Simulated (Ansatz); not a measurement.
Ideal-gas functions of AsP, SMILES `P#[As]` at 400 K and 1 bar, from an Ansatz frequency run at PBE0-D4/def2-TZVP.

Molar mass 105.9 g/mol, point group C∞v (symmetry number 1), electronic degeneracy 1, moments of inertia 86.585 u Å². Harmonic wavenumbers (cm⁻¹, unscaled): 651.

Use S(trans) = R[1.5 ln M + 2.5 ln T − 1.1517]; rotational temperatures θ = 24.2544 K / I; S(rot) = R[ln(T/σθ) + 1]; for each mode x = 1.438777 ν̃/T, S = R[x/(eˣ − 1) − ln(1 − e⁻ˣ)] and H = RT x/(eˣ − 1); 1 cm⁻¹ = 0.0119627 kJ/mol; R = 8.31446 J/(mol·K).

Q: By hand: the entropy, in J/(mol·K).

A: Translation 173.1. Rotation: θ = 0.2801 K, giving 68.7. Vibration, mode by mode: 2.91, in all 2.9. Electronic 0.0. Sum 244.7 J/(mol·K).

Q: By hand: H − E and G − E in kJ/mol, counted from the electronic energy.

A: Zero-point energy ½ × 651 × 0.0119627 = 3.9; thermal vibration 0.8; translation, rotation and pV give 3.5 RT = 11.6. H − E = 16.3 kJ/mol, and G − E = 16.3 − 400 × 244.7/1000 = -81.6 kJ/mol.

Vibration gives 1 % of the entropy.
